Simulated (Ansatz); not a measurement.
Geometry optimisation, RKS BLYP-D4/def2-SVP (Ansatz).

Input file:

```yaml
crystal:
  periodic: [false, false, false]
  atoms:
    - { symbol: O, position_ang: [-1.3716, 1.5219, -0.891] }
    - { symbol: Ge, position_ang: [-0.4382, 0.9415, 0.4534] }
    - { symbol: C, position_ang: [1.0232, -0.0544, -0.2766] }
    - { symbol: Si, position_ang: [0.0595, -1.3776, 0.3684] }
    - { symbol: H, position_ang: [-1.9839, 0.7931, -1.1899] }
    - { symbol: H, position_ang: [0.1501, 1.9927, 1.45] }
    - { symbol: H, position_ang: [1.1479, -0.0158, -1.3655] }
    - { symbol: H, position_ang: [2.0323, 0.0932, 0.3081] }
    - { symbol: H, position_ang: [0.338, -1.8983, 1.7419] }
    - { symbol: H, position_ang: [-0.8743, -2.0474, -0.5959] }
basis:
  gaussian: { orbitals: def2-SVP }
hamiltonian:
  xc: blyp
  dispersion: d4
relax:
  f_tol: 0.02
  max_steps: 50
output:
  orbitals: {}
```

Launched with:

```bash
$ ansatz run input.yaml --threads 2 --pin off --max-ram 3072MiB --backend cpu --events-out ev --progress --plain --runs-dir out
```

Question: Where does it end, and by what steps?

Answer: The forces met the threshold. After 14 steps the energy has fallen by 0.854 eV; H5 moved furthest, 0.78 Å.

| step | energy less start (eV) | largest force component (eV/Å) | accepted |
| --- | --- | --- | --- |
| 0 | 0.0000 | 4.881 | yes |
| 1 | -0.6613 | 2.036 | yes |
| 2 | -0.8221 | 0.561 | yes |
| 3 | -0.8004 | 0.545 | no |
| 4 | -0.8294 | 0.292 | yes |
| 5 | -0.8258 | 0.295 | no |
| 6 | -0.8399 | 0.043 | yes |
| 7 | -0.8429 | 0.086 | yes |
| 8 | -0.8467 | 0.184 | yes |
| 9 | -0.8480 | 0.186 | yes |
| 10 | -0.8519 | 0.188 | yes |
| 11 | -0.8529 | 0.065 | yes |
| 12 | -0.8536 | 0.077 | yes |
| 13 | -0.8538 | 0.027 | yes |
| 14 | -0.8539 | 0.013 | yes |

```xyz
10
Properties=species:S:1:pos:R:3
O -1.338 1.571 -1.102
Ge -0.435 0.903 0.330
C 1.189 -0.107 -0.292
Si -0.011 -1.402 0.479
H -2.301 1.473 -0.964
H -0.226 1.986 1.427
H 1.317 -0.151 -1.390
H 2.146 0.092 0.223
H 0.406 -2.055 1.760
H -0.663 -2.360 -0.469
```

Run time: 39 s on 2 threads of Arm Neoverse V1, with other jobs on the host, peak memory 0.16 GiB.
